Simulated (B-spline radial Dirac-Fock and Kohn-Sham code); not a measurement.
**Run log: Co⁵⁺**

ΔSCF core binding energies without Breit or QED terms, calculated with an atomic code on a B-spline grid. Keys: rel is the Hamiltonian (dirac, or spin-free x2c and nr, where L3 and M5 stand for the whole 2p and 3d shells), method is hf or an exchange,correlation pair (spin-unpolarised, also for the hole states), nuc the nuclear model, radius_factor scales its radius, rmax is the box in bohr, h the logarithmic mesh step, order the B-spline order, points the quadrature points per cell, c_factor scales the speed of light, and damp, ndamp, maxit and tol steer the iteration. The run stops when the commutator error falls below 10·tol·max(1, Z/10), or the numerical noise floor, and the energy has settled to about 1e-8 Ha; the virial ratio is −V/T.

Input (task.json):

```json
{"items": [{"Z": 27, "q": 5, "cfg": [[1, 0, 2], [2, 0, 2], [2, 1, 6], [3, 0, 2], [3, 1, 6], [3, 2, 4]], "A": 59, "rrms": 3.7875, "do": "settings", "holes": ["K", "L3", "M5"],
  "settings": [{"rel": "dirac", "method": "lda,xyz", "nuc": "fermi", "radius_factor": 1.0, "rmax": 45.0, "h": 0.3, "order": 8, "points": 10, "c_factor": 1.0, "maxit": 51, "damp": 0.5, "ndamp": 3, "tol": 1e-08}]}]}
```

Command: `python xray2_run.py task.json out`

The program stops without a result: KeyError: "LibXCFunctional: name 'XYZ' not found.".

Question: One setting is unsound. Which, and why?

Answer: method names a functional that the program does not serve. With the default settings (Dirac Hartree-Fock): The ground state converged in 10 iterations, with total energy -1385.23438 Ha, virial ratio 1.98447 and highest orbital energy -101.86 eV. ΔSCF binding energies: K (1s) 7832.8 eV, L3 (2p3/2) 894.1 eV. Holes are computed only in closed shells, and unreliable hole states are left out.
